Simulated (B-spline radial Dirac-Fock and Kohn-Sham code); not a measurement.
# Run log: Ho

ΔSCF core binding energies without Breit or QED terms, calculated with a radial finite-basis atomic code. Keys: rel is the Hamiltonian (dirac, or spin-free x2c and nr, where L3 and M5 stand for the whole 2p and 3d shells), method is hf or an exchange,correlation pair (spin-unpolarised, also for the hole states), nuc the nuclear model, radius_factor scales its radius, rmax is the box in bohr, h the logarithmic mesh step, order the B-spline order, points the quadrature points per cell, c_factor scales the speed of light, and damp, ndamp, maxit and tol steer the iteration. The run stops when the commutator error falls below 10·tol·max(1, Z/10), or the numerical noise floor, and the energy has settled to about 1e-8 Ha; the virial ratio is −V/T.

Input (task.json):

```json
{"items": [{"Z": 67, "q": 0, "cfg": [[1, 0, 2], [2, 0, 2], [2, 1, 6], [3, 0, 2], [3, 1, 6], [3, 2, 10], [4, 0, 2], [4, 1, 6], [4, 2, 10], [4, 3, 11], [5, 0, 2], [5, 1, 6], [6, 0, 2]], "A": 165, "rrms": 5.2022, "do": "settings", "holes": ["K", "L3", "M5"],
  "settings": [{"rel": "dirac", "method": "hf", "nuc": "fermi", "radius_factor": 1.0, "rmax": 45.0, "h": 0.3, "order": 8, "points": 10, "c_factor": 1.0, "maxit": 5, "damp": 0.5, "ndamp": 3, "tol": 1e-08}]}]}
```

Command: `python xray2_run.py task.json out`

Ground-state iterations:

```
iter   energy (Ha)        error
   1   -12620.46111514  2.14e+00
   2   -12620.66120933  2.37e-01
   3   -12621.32374511  5.10e-02
   4   -12621.37100693  2.10e-02
   5   -12621.36471482  2.92e-02
```

The ground state had not converged after 5 iterations, with total energy -12621.36471 Ha, virial ratio 1.90967 and highest orbital energy -5.25 eV. ΔSCF binding energies: K (1s) 55867.2 eV, L3 (2p3/2) 8091.3 eV, M5 (3d5/2) 1354.7 eV (not all states converged, so these are not final).

Task: One setting is unsound. Which, and why?

Result: maxit ends the run before self-consistency. With the default settings (Dirac Hartree-Fock): The ground state converged in 11 iterations, with total energy -12621.37679 Ha, virial ratio 1.90915 and highest orbital energy -5.17 eV. ΔSCF binding energies: K (1s) 55867.5 eV, L3 (2p3/2) 8091.6 eV, M5 (3d5/2) 1355.0 eV.
